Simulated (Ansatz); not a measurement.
Al₁₄N₁₄H₃₄, a nanocrystal cut from wurtzite AlN (hydrogen-capped). Charge 0, multiplicity 3. Geometry PBE-D4/def2-SVP, that of the neutral singlet; atoms count from 1.

Cartesian coordinates in Å:
```
N -0.064 -1.552 -3.899
Al -1.932 -0.927 -3.668
Al -0.512 1.914 -3.405
N -1.608 0.573 -2.498
Al 0.880 -2.101 -2.287
N -0.415 -3.371 -1.533
Al 1.983 0.672 -1.911
N 0.934 2.258 -2.080
N 0.859 -0.628 -1.079
Al -0.881 0.104 -0.804
Al -1.064 -2.932 0.254
N -1.983 -1.257 0.031
Al 0.205 2.974 -0.454
N -0.820 1.591 0.359
Al -2.577 2.414 0.513
Al -2.758 -0.704 1.701
N -3.653 0.997 1.430
N 3.416 1.084 -0.626
Al 1.631 -1.152 0.613
N 0.420 -2.470 1.387
Al 2.834 1.678 1.150
N 1.751 3.255 0.746
N 1.655 0.352 1.791
Al -0.090 1.102 2.064
Al -0.246 -1.967 3.126
N -1.206 -0.338 2.779
Al 2.505 -0.111 3.490
N 1.282 -1.510 4.230
H -0.024 -2.299 -4.610
H 0.415 -0.741 -4.344
H -2.595 -0.548 -5.076
H -2.644 -2.147 -2.831
H 0.230 1.152 -4.637
H -1.317 3.267 -3.696
H -2.494 1.075 -2.289
H 2.255 -2.873 -2.543
H -1.270 -3.344 -2.126
H -0.075 -4.343 -1.580
H 2.652 0.123 -3.264
H 1.484 2.998 -2.550
H -1.939 -4.154 0.798
H -2.745 -1.470 -0.642
H -0.563 4.365 -0.644
H -3.255 2.477 -0.958
H -2.613 3.668 1.515
H -3.782 -1.759 2.335
H -4.525 0.852 0.898
H -3.976 1.369 2.337
H 4.096 1.738 -1.042
H 3.958 0.211 -0.486
H 3.083 -1.812 0.377
H 0.971 -3.336 1.526
H 4.095 2.055 2.059
H 2.327 4.043 0.412
H 1.365 3.592 1.648
H -0.082 2.343 3.092
H -1.108 -3.107 3.848
H -1.556 -0.005 3.695
H 3.891 -0.891 3.233
H 2.402 1.110 4.535
H 1.838 -2.356 4.432
H 0.957 -1.199 5.159
```

Single mean-field runs in def2-SVP are fitted with def2-universal-jkfit. At PBE0-D4/def2-SVP a singlet of charge 0 lies 6.44 eV below the triplet at the same geometry.

(1) Estimate the Mulliken populations of the heavy atoms from the PBE0/def2-SVP orbitals of Ansatz.

(2) Where does the spin sit?

(3) And the Mayer bond orders between bonded heavy atoms (over 0.3)?

## Answers

(1) 
| atom | charge (e) | spin (α − β) |
| --- | --- | --- |
| N1 | -0.47 | -0.03 |
| Al2 | -0.10 | 1.05 |
| Al3 | 0.48 | 0.00 |
| N4 | -0.70 | 0.06 |
| Al5 | 0.70 | 0.03 |
| N6 | -0.53 | 0.01 |
| Al7 | 0.68 | 0.00 |
| N8 | -0.80 | 0.00 |
| N9 | -1.05 | 0.01 |
| Al10 | 0.99 | -0.01 |
| Al11 | 0.70 | 0.02 |
| N12 | -0.80 | 0.00 |
| Al13 | 0.71 | 0.00 |
| N14 | -1.04 | 0.00 |
| Al15 | 0.36 | 0.02 |
| Al16 | 0.73 | 0.02 |
| N17 | -0.53 | 0.00 |
| N18 | -0.55 | 0.00 |
| Al19 | 0.61 | 0.00 |
| N20 | -0.81 | 0.00 |
| Al21 | 0.76 | 0.00 |
| N22 | -0.55 | 0.00 |
| N23 | -1.05 | 0.00 |
| Al24 | 0.65 | 0.00 |
| Al25 | 0.72 | 0.00 |
| N26 | -0.81 | 0.00 |
| Al27 | 0.40 | 0.00 |
| N28 | -0.53 | 0.00 |
Mulliken values and Mayer orders depend strongly on the basis.

(2) Summed by element: N 0.04, Al 1.14, H 0.82, of 2 unpaired in all. Largest on single atoms: Al2 1.05, H31 0.36, H32 0.30.

(3) N1–Al2 0.54 (1.98 Å); N1–Al5 0.66 (1.95 Å); Al2–N4 0.61 (1.93 Å); Al3–N4 0.64 (1.96 Å); Al3–N8 0.60 (1.99 Å); N4–Al10 0.71 (1.90 Å); Al5–N6 0.62 (1.96 Å); Al5–N9 0.68 (1.90 Å); N6–Al11 0.63 (1.95 Å); Al7–N8 0.72 (1.91 Å); Al7–N9 0.71 (1.91 Å); Al7–N18 0.60 (1.97 Å); N8–Al13 0.68 (1.92 Å); N9–Al10 0.70 (1.91 Å); N9–Al19 0.64 (1.93 Å); Al10–N12 0.68 (1.94 Å); Al10–N14 0.71 (1.89 Å); Al11–N12 0.67 (1.92 Å); Al11–N20 0.68 (1.92 Å); N12–Al16 0.66 (1.92 Å); Al13–N14 0.73 (1.90 Å); Al13–N22 0.59 (1.98 Å); N14–Al15 0.62 (1.95 Å); N14–Al24 0.67 (1.92 Å); Al15–N17 0.57 (2.00 Å); Al16–N17 0.65 (1.94 Å); Al16–N26 0.68 (1.92 Å); N18–Al21 0.61 (1.96 Å); Al19–N20 0.67 (1.95 Å); Al19–N23 0.70 (1.91 Å); N20–Al25 0.67 (1.93 Å); Al21–N22 0.62 (1.96 Å); Al21–N23 0.77 (1.89 Å); N23–Al24 0.67 (1.92 Å); N23–Al27 0.59 (1.96 Å); Al24–N26 0.65 (1.96 Å); Al25–N26 0.68 (1.92 Å); Al25–N28 0.66 (1.94 Å); Al27–N28 0.58 (2.00 Å).
